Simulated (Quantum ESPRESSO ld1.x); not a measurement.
Task: These are the eigenvalues of the occupied orbitals of an atom or ion with whole-number occupations (hartree). Method: scalar-relativistic Kohn-Sham, exchange-only LDA, spin-unpolarised, spherical densities, point nucleus; computed with ld1.x of Quantum ESPRESSO 7.5.

1s: -278.3564
2s: -32.9078
2p: -28.2153
3s: -3.6930
3p: -2.3573
3d: -0.2630
4s: -0.1725

Which element is it, and in what charge state? The configuration may be excited.

Result: Z = 27, cobalt, charge 0: Co in [Ar] 3d7 4s2. The list shows which subshells hold electrons but not how many an open one holds; the 1s level, -278.36 hartree, gives Z - s = 23.6 by -(Z - s)^2/2, which with screening and relativity narrows Z to a few neighbours, and the depths of the outer levels then fix element, charge and occupations together.
